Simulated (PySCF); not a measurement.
Electrostatic solvation of a mixed set.

Computed with PySCF at PBE0/pcSseg-1, non-relativistic, each on one gas-phase PBE0-D3(BJ)/def2-SVP geometry that isn't relaxed in the solvent. The solvent is an IEF-PCM continuum (cavity from Bondi-type radii × 1.2). Specific hydrogen bonds and non-electrostatic terms are outside this model.

Question: Order them by E(solvent) − E(gas) in cyclohexane (ε = 2.017), most negative first (kJ/mol).
A. `[CH2:1]=[CH:2]/[CH:3]=[CH:4]\[O-:5]` (charge -1) with C1–C2–C3–C4 180°
B. `[CH3:1][CH2:2][CH2:3][SiH2:4][SiH2:5][O:6][SiH3:7]` with C1–C2–C3–Si4 179°, C2–C3–Si4–Si5 59°, C3–Si4–Si5–O6 176°, Si4–Si5–O6–Si7 47°
C. `[CH3:1][CH2:2][C@H:3]([F:4])[C:5]([F:6])([F:7])[C:8](=[O:9])[Cl:10]` with C1–C2–C3–F4 -63°, C2–C3–C5–F6 -64°, C3–C5–C8–O9 46°

Answer: A (-120.0), C (-6.2), B (-2.4).

```csv
SMILES,charge,ΔE (kJ/mol),polarisation term (kJ/mol),HOMO shift (eV),dipole gas (D),dipole solvent (D),atoms
C=C/C=C\[O-],-1,-120.0,-121.3,-2.34,–,–,10
CC[C@H](F)C(F)(F)C(=O)Cl,0,-6.2,-6.4,0.00,2.38,2.55,16
CCC[SiH2][SiH2]O[SiH3],0,-2.4,-2.5,+0.06,1.31,1.43,21
```

The ion comes first with 120.0 kJ/mol, the neutral species gain 6.2 at most. The polarisation term is half the interaction of the solute with the induced surface charges. No dipole is given for ions, as it depends on the origin.
